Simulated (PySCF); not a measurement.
H2O3Si, SMILES O[Si](=O)O. Geometry: PBE-D3(BJ)/def2-SVP. The values are those of a single conformer.

**Question.** Give the equilibrium geometry at PBE-D3(BJ)/def2-SVP (PySCF confirms it by a frequency run) as bond lengths and angles, and its point group. (An estimate is asked for; the answer gives what the named calculation found.)

**Answer.** Several could match; the one computed here: point group C2v.
Atoms: Si1 O2 O3 O4 H5 H6. Bonds (Å): Si1–O2 1.545, Si1–O3 1.652, Si1–O4 1.652, O3–H5 0.975, O4–H6 0.975. Bond angles (°): O2–Si1–O3 128.6, O2–Si1–O4 128.6, O3–Si1–O4 102.8, Si1–O3–H5 112.3, Si1–O4–H6 112.3.
